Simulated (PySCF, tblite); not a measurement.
Species: C₅H₃N₂P.
InChI=1S/C5H3N2P/c6-3-5-1-2-8-4-7-5/h1-2,4H

Computed, not measured: PBE0/def2-SVPD in PySCF (dipole) on a GFN2-xTB geometry, gas phase.

Take the most abundant isotopes and a rigid rotor. 

(1) What are A, B and C (MHz)?

(2) Classify the top.

(3) What does the inertial defect say?

(4) Give the coordinates in the principal-axis frame, origin at the centre of mass.

(5) Predict some low-J microwave lines.

Answers

(1) Ia = 95.20, Ib = 428.33, Ic = 523.53 u·Å²; 505379 MHz·u·Å²/I gives A = 5309, B = 1180, C = 965.3 MHz.

(2) A near-prolate asymmetric top; Ray's κ = -0.901.

(3) Planar: Δ = Ic − Ia − Ib = 0.00 u·Å². For a rigid frame Δ = −2 Σ m c², so it vanishes when all atoms lie in the ab plane; here none is more than 0.01 Å from it.

(4) The sense of each axis is arbitrary; atoms in the order of the calculation.
| atom | mass (u) | a (Å) | b (Å) | c (Å) |
| --- | --- | --- | --- | --- |
| N1 | 14.003 | 3.481 | -0.017 | -0.001 |
| C2 | 12.000 | 2.336 | 0.013 | 0.000 |
| C3 | 12.000 | 0.915 | 0.000 | 0.000 |
| C4 | 12.000 | 0.260 | -1.237 | 0.000 |
| C5 | 12.000 | -1.113 | -1.335 | 0.001 |
| P6 | 30.974 | -2.196 | 0.029 | -0.001 |
| C7 | 12.000 | -0.986 | 1.299 | 0.000 |
| N8 | 14.003 | 0.312 | 1.186 | 0.001 |
| H9 | 1.008 | 0.865 | -2.135 | 0.000 |
| H10 | 1.008 | -1.560 | -2.322 | 0.002 |
| H11 | 1.008 | -1.343 | 2.325 | 0.000 |

(5) The dipole components are |μa| = 4.01 D, |μb| = 1.83 D, |μc| = 0.00 D; the mirror of this Cs structure is the ab plane, so μc vanishes by symmetry and there are no c-type lines. Intensities carry the squares of the components, which stand as 1.00 : 0.21 (a : b). Some lines, for components of 0.1 D or more:

```tsv
type	branch	J(Ka,Kc)	MHz	lower level (cm⁻¹)
a	R	1(0,1) ← 0(0,0)	2145	0.000
b	Q	2(1,1) ← 2(0,2)	4566	0.214
b	Q	4(1,3) ← 4(0,4)	5408	0.712
b	R	1(1,1) ← 0(0,0)	6274	0.000
a	R	3(2,2) ← 2(2,1)	6436	0.780
a	R	4(0,4) ← 3(0,3)	8500	0.428
a	R	4(3,1) ← 3(3,0)	8598	1.701
a	R	5(3,2) ← 4(3,1)	10756	1.988
a	R	5(2,3) ← 4(2,2)	10867	1.285
a	R	5(1,4) ← 4(1,3)	11225	0.892
b	Q	4(2,3) ← 4(1,4)	13796	0.820
b	R	3(2,2) ← 2(1,1)	18822	0.367
b	R	3(2,1) ← 2(1,2)	19507	0.345
b	R	5(2,4) ← 4(1,3)	22360	0.892
b	R	4(3,2) ← 3(2,1)	29742	0.996
b	R	5(4,2) ← 4(3,1)	40382	1.988
b	R	5(5,0) ← 4(4,1)	48853	2.977
```

Its GFN2-xTB frequencies are all real (lowest 88 cm⁻¹). These are rigid-rotor constants of the computed structure; measured ground-state constants (B0) also hold zero-point vibration. Quadrupole hyperfine structure (14N) is left out.
